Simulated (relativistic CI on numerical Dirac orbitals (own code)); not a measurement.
Ag37+: what numerical and physical settings do to a radial Dirac CI calculation

Reference input:

```
atom Ag  Z=47  charge=37  electrons=10
nucleus A=107  rms_radius_fm=4.5454
hamiltonian dirac-coulomb  breit=on  qed=on  c_scale=1
orbitals kli  potential=per-configuration
slater_scale 1
correlation none
mixing on
grid step=0.0125 r_max=3.3
scf mixing=0.4 start=green max_iterations=150 tolerance=2e-08 node_fill=0.05
configurations
  [He] 2s2 2p6
  [He] 2s2 2p5 3s
end
```

Computed lowest total energy -4122.79146 Ha, first excitation 24839922.7 cm⁻¹, 17 SCF steps. Runs with settings changed; * marks those that are bad on purpose:

| Changed | Outcome | Lowest level | ΔE (Ha) | First excitation (cm⁻¹) | SCF steps | Message |
| --- | --- | --- | --- | --- | --- | --- |
| Slater scale 1.2 | converged | 2p6 1S_0 | 0 | 24837145.3 | 17 |  |
| start potential bare, end of the grid at 2.31 bohr, SCF tolerance 0.0001 | converged | 2p6 1S_0 | 5.33e-06 | 24839925.5 | 11 |  |
| Breit term off | converged | 2p6 1S_0 | -2.97 | 24875956.3 | 17 |  |
| Slater scale 5 * | converged | 2p6 1S_0 | 0 | 24784375.6 | 17 |  |
| end of the grid at 0.1 bohr * | not converged |  |  |  | 10 | orbital 1s not found |
